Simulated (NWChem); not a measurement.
# C₂H₄O₃Si; SMILES O[Si]1(O)C=CO1

```xyz
10

O      1.2483     1.3842     0.1780
Si    -0.0310     0.3487     0.1002
O     -1.3550     1.2873    -0.1148
C     -0.1984    -1.1883     1.0752
C      0.0075    -1.7911    -0.1166
O      0.2052    -0.8778    -1.1187
H      2.1278     0.9951     0.1929
H     -1.2033     2.1565    -0.4991
H     -0.3970    -1.6348     2.0454
H      0.0382    -2.8494    -0.4047
```
Atoms are numbered in this order, from 1.

Computed with NWChem. Pople sets run with spherical d functions. All runs use the structure optimised with PBE0/def2-SVP. Vzz is the largest principal value of the second derivative of the potential at the nucleus (NWChem prints the opposite sign); η is the asymmetry. Non-relativistic.

For level Hartree-Fock/def2-SVP:

Vzz O1 (a.u.): 1.480

### Question
How do the values read with level Hartree-Fock/6-31G* instead?

### Answer
- Vzz O1 (a.u.): 1.417
